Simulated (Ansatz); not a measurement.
Reactions of C2H6BFSSi, SMILES `BC(=C)S[SiH2]F`.

Gas-phase electronic energies from Ansatz, PBE0-D4/def2-TZVP geometries. CBS: MP2 limit from def2 TZ/QZ plus the TZ coupled-cluster correction, frozen cores. This one scheme is used for every species. Functionals use def2-TZVPP. One conformer a species, not always the lowest.

```tsv
reaction	CCSD(T)/CBS(def2) (kJ/mol)
`BC(=C)S[SiH2]F` → `FC1([SiH2]S)BC1`	253
`BC(=C)S[SiH2]F` + `S[SiH2]Cl` → `F[SiH2]S[SiH2]Cl` + `BC(=C)S`	-10
`BC(=C)S[SiH2]F` + `N[SiH](F)F` → `F[SiH2]N[SiH](F)F` + `BC(=C)S`	-16
`BC(=C)S[SiH2]F` + `NCSS` → `BSCN` + `C=C(S)S[SiH2]F`	?
`BC(=C)S[SiH2]F` + `BCB` → `BCB[SiH2]F` + `BC(=C)S`	81
```

Problem. Fill in the missing values. (Best estimate.)

Solution. Ansatz gave: `BC(=C)S[SiH2]F` + `NCSS` → `BSCN` + `C=C(S)S[SiH2]F`: -50.2 kJ/mol.

Largest T1 diagnostic: 0.013, for `BSCN`.
